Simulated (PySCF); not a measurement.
A GIAO shielding run with PySCF 2.14.0 with density-fitted response routines (density fitting, non-relativistic, gas phase) on SMILES Nc1ccsc1S[SiH3], C₄H₇NS₂Si:

```
$ OMP_NUM_THREADS=1 python probes_run.py task.json out

{"job": {"kind": "nmr", "xc": "PBE0", "basis": "pcSseg-1"}, "charge": 0, "multiplicity": 1}
N     -0.858835     1.572061     1.033330
C     -0.982144     0.465130     0.215175
C     -2.032053    -0.488211     0.325188
C     -1.888426    -1.535803    -0.521228
S     -0.474160    -1.412518    -1.489179
C     -0.061312     0.100956    -0.731840
S      1.366256     1.022496    -1.183170
Si     2.856082    -0.143001    -0.155444
H     -1.732886     1.967557     1.344409
H     -0.210708     2.261931     0.679266
H     -2.848981    -0.380470     1.016240
H     -2.531949    -2.384440    -0.641026
H      2.478943    -0.165896     1.252301
H      2.847420    -1.478523    -0.737118
H      4.068339     0.606721    -0.428815
```

Hardware: 1 thread of an Arm Neoverse V1, shared host. The job also computes population analyses, field gradients, ring-centre shieldings.

Task: How large is the calculation?

Result: 84 electrons, 192 basis functions and 1061 auxiliary functions.

Task: How long does it take, and how much memory does it need?

Result: 29 s of wall time, with 14 SCF cycles and 5 response iterations; peak memory 0.78 GiB. Times on a shared host scatter by some tens of per cent.
